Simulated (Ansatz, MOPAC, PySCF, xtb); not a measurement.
Bond stretch in CBe, lowest singlet found (which spin is the ground state isn't settled by this scan).

- PM3, restricted, heats of formation (MOPAC)
- GFN1-xTB (xtb)
- RKS-B3LYP/6-31G* = restricted B3LYP/6-31G*, spherical d in PySCF
- FCI = Ansatz (an electronic-structure program) with full CI/aug-cc-pVDZ, frozen core

Energies relative to the lowest point of each curve between 1.44 and 2.04 Å, where full CI is lowest, in kcal/mol; the last columns give the difference from FCI:

```csv
R / Å,PM3,GFN1-xTB,RKS-B3LYP/6-31G*,FCI,PM3 − FCI,GFN1-xTB − FCI,RKS-B3LYP/6-31G* − FCI
1.35,12.4,4.2,54.8,41.2,-28.8,-37.0,13.5
1.44,2.7,0.0,52.5,19.9,-17.1,-19.9,32.6
1.51,0.0,0.6,55.2,9.7,-9.7,-9.2,45.5
1.57,0.0,0.4,2.1,4.4,-4.3,-4.0,-2.3
1.64,1.8,2.0,0.0,1.0,0.8,1.0,-1.0
1.70,4.2,4.6,0.1,0.0,4.2,4.6,0.1
1.73,5.5,6.2,0.6,0.0,5.5,6.2,0.6
1.78,7.8,9.3,2.0,0.6,7.1,8.6,1.3
1.87,11.6,15.3,5.8,3.2,8.3,12.1,2.6
1.95,14.4,20.9,10.1,6.5,7.9,14.4,3.5
2.04,17.1,27.2,15.3,10.9,6.2,16.3,4.4
```

PM3 is furthest from FCI at 1.35 (-28.8 kcal/mol, below); its mean absolute difference over the points is 9.1 kcal/mol.

GFN1-xTB is furthest from FCI at 1.35 (-37.0 kcal/mol, below); its mean absolute difference over the points is 12.1 kcal/mol.

RKS-B3LYP/6-31G* is furthest from FCI at 1.51 (45.5 kcal/mol, above); its mean absolute difference over the points is 9.8 kcal/mol.

The scan ran from 1.24 to 5.83 Å; beyond the distances shown full CI changes its symmetry label. The restricted form behind PM3, RKS-B3LYP/6-31G* keeps the bonding electrons paired and can't separate into open-shell fragments. Also computed but left out beside FCI, since their determinant holds another spin at the minimum (<S²> over 0.7 above the pure value): UHF, UMP2, UCCSD, UCCSD(T), UKS-B3LYP, UKS-PBE, UKS-B3LYP/6-31G*, UHF/STO-3G, UKS-LDA (SVWN5)/6-31G*, UHF/6-31G*.
